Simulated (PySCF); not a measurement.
C4H8F2O2.
InChI=1S/C4H8F2O2/c1-7-4(8-2)3(5)6/h3-4H,1-2H3

Torsions of this conformer, `[CH3:1][O:2][CH:3]([O:4][CH3:5])[CH:6]([F:7])[F:8]`: C1–O2–C3–O4 63°, O2–C3–O4–C5 -156°, O2–C3–C6–F7 168°.

The closed-shell ground state was solved at several levels (PySCF, density fitting, gas phase, non-relativistic). Geometry: PBE0-D3(BJ)/def2-SVP, one conformer, isolated molecule.

```json
{"level": "B97-2/pcSseg-1", "basis functions": "176", "HOMO (eV)": "-7.56", "LUMO (eV)": "1.42", "gap (eV)": "8.98", "dipole (D)": "2.92"}
{"level": "B3LYP/pcJ-1", "basis functions": "296", "HOMO (eV)": "-7.59", "LUMO (eV)": "1.09", "gap (eV)": "8.68", "dipole (D)": "2.89"}
{"level": "CAM-B3LYP/def2-SVPD", "basis functions": "236", "HOMO (eV)": "-9.45", "LUMO (eV)": "1.19", "gap (eV)": "10.64", "dipole (D)": "3.03"}
```

Question: Estimate the row for PBE0/pcSseg-1, a basis of 176 functions; the other rows only guide the guess.

Answer: HOMO -7.82 eV, LUMO 1.39 eV, gap 9.21 eV, dipole 2.93 D.

Question: Over all these levels, which gives the widest orbital gap and which the narrowest?

Answer: CAM-B3LYP/def2-SVPD (range-separated hybrid) has the widest, 10.64 eV, and B3LYP/pcJ-1 (global hybrid, 20 % exact exchange) the narrowest, 8.68 eV. Functional and basis both differ between the two, so the spread mixes both effects.

Question: How far do the dipole and the HOMO energy spread over the levels?

Answer: The dipole runs from 2.89 to 3.03 D (mean 2.94 D) and the HOMO from -9.45 to -7.56 eV.
